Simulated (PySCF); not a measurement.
Coordinates in bohr (charge 0 multiplicity 1):
```
W     0.0000    0.0000    0.2574
O     0.0000    2.5982   -1.6003
O     0.0000   -2.5982   -1.6003
H     2.8258    0.0000    1.9078
H    -2.8258    0.0000    1.9078
```

All numbers come from PBE0/[W def2-TZVP with ECP60, O def2-TZVP, H def2-TZVP], scalar-relativistic core potentials, density fitting, no spin–orbit coupling, PySCF.

This geometry of H₂WO₂ is a stationary point at this level.

Q: What is the point group?

A: C2v.

Q: Is it a minimum?

A: Yes: all harmonic wavenumbers are real.

Q: Which band is strongest in the infrared?

A: 1038 cm⁻¹ (b2), 200 km/mol.

Q: What are the dipole moment and the gap between the highest occupied and lowest empty levels?

A: 2.77 D and 6.12 eV.

Q: Give the ideal-gas entropy at 298.15 K and 1 bar by parts.

A: translation 176.0, rotation 93.3, vibration 12.5, spin 0.0; total 281.8 J/(mol K).

This need not be the most stable arrangement of these atoms. Spin–orbit coupling, left out here, can matter for elements this heavy.
